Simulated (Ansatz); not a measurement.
Total energies of Mg₈S₈ (started as a model of: (MgS)8 cage of four- and six-membered rings) from Ansatz at PBE0-D4/def2-SVP, gas phase (1 Eh = 27.2114 eV = 2625.5 kJ/mol). The reference geometry is relaxed at r2SCAN-D4/def2-SVP.

```xyz
16

Mg   -3.077    1.045   -0.143
S    -3.143   -0.012    2.007
Mg   -1.479    1.783    2.283
S    -1.935    3.165    0.379
Mg   -0.420    2.110   -1.181
S    -1.918    0.430   -2.163
Mg   -0.630   -1.543   -1.803
S    -0.492   -2.871    0.259
Mg   -1.043   -1.202    1.869
S     0.463    0.474    2.846
Mg    2.094    0.635    1.115
S     1.948    1.967   -0.943
S     1.550   -1.995   -2.742
Mg    1.820   -2.667   -0.387
S     3.526   -1.157    0.357
Mg    2.735   -0.161   -1.753
```

```json
{"state": "charge 0 singlet", "geometry": "reference", "energy (Eh)": "-4783.77629"}
{"state": "charge 1 doublet", "geometry": "reference", "energy (Eh)": "-4783.46769"}
{"state": "charge 1 doublet", "geometry": "relaxed at r2SCAN-D4/def2-SVP", "energy (Eh)": "-4783.47549"}
{"state": "charge -1 doublet", "geometry": "reference", "energy (Eh)": "-4783.81919"}
{"state": "free Mg atom (singlet)", "geometry": "–", "energy (Eh)": "-199.88967"}
{"state": "free S atom (triplet)", "geometry": "–", "energy (Eh)": "-397.83788"}
```

Q: Work out the vertical ionisation energy to the doublet.

A: E(charge 1 doublet) − E(charge 0 singlet) = -4783.46769 − (-4783.77629) = 0.30860 Eh = 8.40 eV. For comparison, −ε of the highest occupied level is 7.13 eV at this level, 1.27 eV less.

Q: Work out the vertical electron affinity, to the doublet.

A: E(charge 0 singlet) − E(charge -1 doublet) = -4783.77629 − (-4783.81919) = 0.04290 Eh = 1.17 eV. The basis lacks diffuse functions, which makes affinities too small.

Q: Give the fundamental gap IE − EA, the Mulliken electronegativity (IE + EA)/2 and the hardness (IE − EA)/2.

A: From the values in Eh: IE − EA = 0.30860 − 0.04290 = 0.26570 Eh = 7.23 eV; (IE + EA)/2 = 4.78 eV; (IE − EA)/2 = 3.62 eV. The HOMO–LUMO gap of the same run is 5.03 eV, 2.20 eV smaller than the fundamental gap.

Q: How much does the charge 1 doublet relax, and what is the adiabatic ionisation energy?

A: Relaxation: -4783.46769 − (-4783.47549) = 0.00780 Eh = 0.21 eV. Adiabatic ionisation energy: 0.30080 Eh = 8.19 eV, without zero-point energy. 

Q: What is the binding energy per atom against free atoms?

A: Atoms: 8 × (-199.88967) + 8 × (-397.83788) = -4781.82040 Eh. Binding: -4781.82040 − (-4783.77629) = 1.95589 Eh = 53.22 eV, or 3.33 eV for each of 16 atoms (no zero-point energy, no counterpoise term).
